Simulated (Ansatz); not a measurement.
An input meant for GeF2Cl2 (GeCl₂F₂) (charge 0, singlet).

```yaml
crystal:
  periodic: [false, false, false]
  atoms:
    - {symbol: Ge, position_ang: [0.045735, -0.000237, 0.031893]}
    - {symbol: F, position_ang: [0.108619, -0.015362, 1.762857]}
    - {symbol: F, position_ang: [1.691759, 0.007494, -0.507522]}
    - {symbol: Cl, position_ang: [-0.926149, 1.775338, -0.627932]}
    - {symbol: Cl, position_ang: [-0.919973, -1.767233, -0.659297]}
basis:
  gaussian: {orbitals: def2-SVPD}
total_charge: -3
magnetization: {spin_polarized: true, initial_magnetization: 1}
hamiltonian: {xc: {name: wB97}, pseudopotentials: {relativity: none}}
scf: {omitted_lower_state_checks: [starts]}
output: {forces: true}
```

```sh
$ ansatz run in.yaml --threads 4 --pin off --events-out ev --progress --plain --max-ram 3916MiB
```

It prints (some lines left out):

```
Functional definition: wB97
1331 factors; their error is unknown
475 factors; integrals over basis functions are off by at most 4.0e-5 eV
mean field evaluation 1: about -86947.1458 eV, gradient 7.2e1 eV
mean field evaluation 2: about -86924.6974 eV, gradient 1.0e2 eV
mean field evaluation 4: about -86973.6808 eV, gradient 5.3e0 eV
mean field evaluation 8: about -86973.8537 eV, gradient 2.2e-1 eV
mean field evaluation 16: about -86973.9024 eV, gradient 2.2e-2 eV
mean field evaluation 32: about -86973.9024 eV, gradient 2.2e-4 eV
mean field -86973.90244371 eV, -3196.2319617778 hartree, gradient 1.5e-5 eV, S^2 0.872029; 0 other end points of the search recorded, 0 dependent functions left out
reference -86973.90243877 eV, -3196.2319615963 hartree; 44, 43 occupied and 94, 95 virtual orbitals, 1331 factors
Total energy: -86973.90243877 eV, -3196.2319615963 hartree
Atom 0 at     0.045735    -0.000237     0.031893 Å, force    -0.982744     0.004412    -0.685240 eV/Å
Atom 1 at     0.108619    -0.015362     1.762857 Å, force     0.297776    -0.026176     3.049014 eV/Å
Atom 2 at     1.691759     0.007494    -0.507522 Å, force     2.963995     0.012320    -0.774669 eV/Å
Atom 3 at    -0.926149     1.775338    -0.627932 Å, force    -1.143477     2.416769    -0.773033 eV/Å
Atom 4 at    -0.919973    -1.767233    -0.659297 Å, force    -1.135550    -2.407326    -0.816071 eV/Å
Dipole moment:     1.664544    -0.007790     1.160615 e Å
Checks for a lower state left out: starts
```

In this input the charge is far from what the species holds (-3 typed, 0 meant). Self-consistency was reached. The result belongs to that input, not to the species as meant.

A multiply charged anion in the gas phase is held together partly by the finite basis. The charge -3 doublet is spin-contaminated (final ⟨S²⟩ up to 0.87, 0.75 for a pure state).
